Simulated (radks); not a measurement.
Q: Excited configurations of N IV: one electron is placed in a higher orbital outside [He] 2s1. The ground configuration is [He] 2s2. Calculated with a radial shooting solver on a logarithmic mesh with Libxc functionals: Dirac Kohn-Sham, LDA (Slater exchange, Perdew-Wang correlation), spin-unpolarised, spherical densities, point nucleus; open shells fill j = l - 1/2 first. Excitation = E - E(ground); binding = E(ion) - E, where the ion is the core of charge +4; n* = 4/sqrt(2 binding) in atomic units, and the quantum defect is n - n*.

| outer orbital | excitation (eV) | binding (eV) | n* | quantum defect | eigenvalue (eV) | <r> (bohr) |
|---|---|---|---|---|---|---|
| 2p1/2 | 10.698 | 66.777 | 1.806 | 0.194 | -56.327 | 1.042 |
| 4p1/2 | 62.266 | 15.209 | 3.783 | 0.217 | -13.468 | 5.186 |
| 4d3/2 | 63.072 | 14.404 | 3.888 | 0.112 | -12.565 | 4.986 |
| 4f5/2 | 63.889 | 13.587 | 4.003 | -0.003 | -11.572 | 4.476 |
| 5p1/2 | 67.834 | 9.642 | 4.752 | 0.248 | -8.615 | 8.351 |
| 6s1/2 | 70.534 | 6.942 | 5.600 | 0.400 | -6.254 | 11.97 |
| 6p1/2 | 70.817 | 6.659 | 5.718 | 0.282 | -5.986 | 12.24 |
| 7s1/2 | 72.425 | 5.051 | 6.565 | 0.435 | -4.568 | 16.51 |
| 7p1/2 | 72.599 | 4.876 | 6.682 | 0.318 | -4.404 | 16.86 |
| 7d3/2 | 72.730 | 4.746 | 6.773 | 0.227 | -4.271 | 16.85 |
| 7f5/2 | 72.839 | 4.636 | 6.852 | 0.148 | -4.149 | 16.49 |

Estimate the row for 6d3/2.

A: excitation (eV) 71.029; binding (eV) 6.446; n* 5.811; quantum defect 0.189; eigenvalue (eV) -5.767; <r> (bohr) 12.17. The Delta-SCF ionisation energy is 77.476 eV (NIST Atomic Spectra Database: 77.474 eV, measured). Self-interaction in the functional shifts the binding energies and quantum defects, so they are the method's values and not measured ones. Spin polarisation and multiplet splitting are left out, so open shells lie too high by an amount that depends on their filling.

Beside tabulated values, note that spin-unpolarised runs miss the spin-polarisation part of the exchange energy of open shells.
